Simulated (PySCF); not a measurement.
Interval between two levels of Os by level of theory

Os [Xe] 4f14 5d6 6s2 [5D4, M_J = 4] → Os [Xe] 4f14 5d7 6s1 [5F5, M_J = 5], as a difference of total energies. Computed with PySCF 2.14 in x2c-SVPall-2c with one added diffuse shell each of s, d type (8s9p10d2f, 99 functions), with the two-component X2C-1e Hamiltonian. "Screened" scales the spin-orbit matrix elements by Boettger's factors to mimic the two-electron term; Breit and QED terms are absent.

```csv
method,interval between two levels (cm⁻¹),error (cm⁻¹)
GHF (spin-free),5174.8,+31
GHF (screened spin-orbit),4514.1,-630
```

Reference: 5143.9 cm⁻¹ (measured; NIST Handbook of Basic Atomic Spectroscopic Data (Sansonetti and Martin, J. Phys. Chem. Ref. Data 34, 1559 (2005))).

The spin-free rows relax to the high-spin LS determinant and lack the spin-orbit shift.

Errors of the correlated levels include the incompleteness of this basis and the frozen core.

The labels give the starting determinants; with spin-orbit coupling the two ends relaxed to ⟨J²⟩ = 20.09, ⟨L²⟩ = 6.82, ⟨S²⟩ = 5.72 and ⟨J²⟩ = 30.02, ⟨L²⟩ = 12.74, ⟨S²⟩ = 5.82.
